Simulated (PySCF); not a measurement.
# Polarisability and C₆ of N⁺ (nitrogen, charge +1)

[He] 2s1 2p3, high-spin 5S determinant (an excited configuration). Calculation: PySCF 2.14, in aug-cc-pCVTZ-DK (7s6p4d2f, 59 functions); the spin-free X2C one-electron Hamiltonian (Gaussian nucleus). Coupled (time-dependent) response in atomic units; α is the mean over directions.

```json
{"method": "UHF", "mean α (bohr³)": "2.381", "C₆ (like pair)": "4.730", "S(−4)": "2.288"}
{"method": "PBE", "mean α (bohr³)": "2.709", "C₆ (like pair)": "5.550", "S(−4)": "3.307"}
{"method": "PBE0", "mean α (bohr³)": "2.601", "C₆ (like pair)": "5.277", "S(−4)": "2.942"}
{"method": "BP86", "mean α (bohr³)": "2.706", "C₆ (like pair)": "5.549", "S(−4)": "3.268"}
{"method": "revPBE", "mean α (bohr³)": "2.703", "C₆ (like pair)": "5.535", "S(−4)": "3.283"}
```

S(−4) is the Cauchy moment in α(ω) = α(0) + S(−4) ω² + …

α(iu) at revPBE:

| u (hartree) | α(iu) (bohr³) |
| --- | --- |
| 0 | 2.703 |
| 0.0500 | 2.694 |
| 0.100 | 2.670 |
| 0.200 | 2.579 |
| 0.300 | 2.444 |
| 0.500 | 2.108 |
| 0.750 | 1.691 |
| 1.00 | 1.347 |
| 1.50 | 0.8813 |
| 2.00 | 0.6092 |
| 3.00 | 0.3345 |
| 5.00 | 0.1434 |

For an ion, C₆ is the dispersion term alone; charge-induced terms of lower order in 1/R come first.
